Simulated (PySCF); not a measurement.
## Fractional electron number in Ga⁺ (gallium, charge +1)

The 4s beta orbital of [Ar] 3d10 4s2 is emptied in steps (occupation f), with all orbitals relaxed, ending at [Ar] 3d10 4s1. Calculation: PySCF 2.14, in aug-cc-pVTZ-PP with ECP10MDF (6s5p4d2f, 55 functions); scalar relativity through the core potential. The exact energy is a straight line in f; departures are measured from the line between the end points of the same method.

```tsv
f	UHF (eV)	LDA (eV)	PBE (eV)	PBE0 (eV)	r2SCAN (eV)	LC-wPBE (eV)	BHandHLYP (eV)	wB97X (eV)	TPSS (eV)	r2SCAN0 (eV)
1	0.000	0.000	0.000	0.000	0.000	0.000	0.000	0.000	0.000	0.000
0.9	0.025	-0.406	-0.401	-0.290	-0.351	-0.037	-0.201	-0.089	-0.379	-0.256
0.7	0.056	-0.948	-0.940	-0.679	-0.810	-0.085	-0.473	-0.203	-0.890	-0.591
0.5	0.064	-1.129	-1.124	-0.810	-0.954	-0.105	-0.569	-0.230	-1.070	-0.696
0.3	0.052	-0.948	-0.948	-0.681	-0.796	-0.095	-0.485	-0.174	-0.913	-0.580
0.1	0.022	-0.405	-0.407	-0.291	-0.340	-0.045	-0.213	-0.052	-0.399	-0.247
0	0.000	0.000	0.000	0.000	0.000	0.000	0.000	0.000	0.000	0.000
```

```json
{"method": "UHF", "E(f=0) − E(f=1) (eV)": "18.749", "−ε at f=1 (eV)": "19.028", "−ε at f=0.5 (eV)": "18.739"}
{"method": "LDA", "E(f=0) − E(f=1) (eV)": "21.103", "−ε at f=1 (eV)": "16.597", "−ε at f=0.5 (eV)": "21.104"}
{"method": "PBE", "E(f=0) − E(f=1) (eV)": "20.678", "−ε at f=1 (eV)": "16.230", "−ε at f=0.5 (eV)": "20.653"}
{"method": "PBE0", "E(f=0) − E(f=1) (eV)": "20.365", "−ε at f=1 (eV)": "17.144", "−ε at f=0.5 (eV)": "20.357"}
{"method": "r2SCAN", "E(f=0) − E(f=1) (eV)": "20.482", "−ε at f=1 (eV)": "16.571", "−ε at f=0.5 (eV)": "20.524"}
{"method": "LC-wPBE", "E(f=0) − E(f=1) (eV)": "20.264", "−ε at f=1 (eV)": "19.849", "−ε at f=0.5 (eV)": "20.235"}
{"method": "BHandHLYP", "E(f=0) − E(f=1) (eV)": "20.310", "−ε at f=1 (eV)": "18.087", "−ε at f=0.5 (eV)": "20.274"}
{"method": "wB97X", "E(f=0) − E(f=1) (eV)": "20.655", "−ε at f=1 (eV)": "19.660", "−ε at f=0.5 (eV)": "20.736"}
{"method": "TPSS", "E(f=0) − E(f=1) (eV)": "20.363", "−ε at f=1 (eV)": "16.158", "−ε at f=0.5 (eV)": "20.297"}
{"method": "r2SCAN0", "E(f=0) − E(f=1) (eV)": "20.281", "−ε at f=1 (eV)": "17.417", "−ε at f=0.5 (eV)": "20.317"}
```

Orbital energy along the path (eV):

```csv
f,UHF,LDA,PBE,PBE0,r2SCAN,LC-wPBE,BHandHLYP,wB97X,TPSS,r2SCAN0
1,-19.028,-16.597,-16.230,-17.144,-16.571,-19.849,-18.087,-19.660,-16.158,-17.417
0.9,-18.964,-17.491,-17.103,-17.782,-17.383,-19.938,-18.517,-19.869,-16.983,-18.015
0.7,-18.846,-19.292,-18.867,-19.065,-18.983,-20.099,-19.387,-20.302,-18.635,-19.192
0.5,-18.739,-21.104,-20.653,-20.357,-20.524,-20.235,-20.274,-20.736,-20.297,-20.317
0.3,-18.642,-22.915,-22.468,-21.661,-22.013,-20.398,-21.191,-21.125,-22.015,-21.400
0.1,-18.552,-24.711,-24.303,-22.969,-23.518,-20.644,-22.172,-21.344,-23.876,-22.491
0,-18.509,-25.602,-25.169,-23.560,-24.231,-20.770,-22.704,-20.757,-24.804,-23.005
```

As f goes to zero the orbital energy of a semilocal functional can turn back, because the density of that orbital vanishes from the exchange-correlation potential.

Reference removal energy between the ground levels: 20.515 eV (measured; NIST Atomic Spectra Database, ionization energies). UHF lacks correlation.
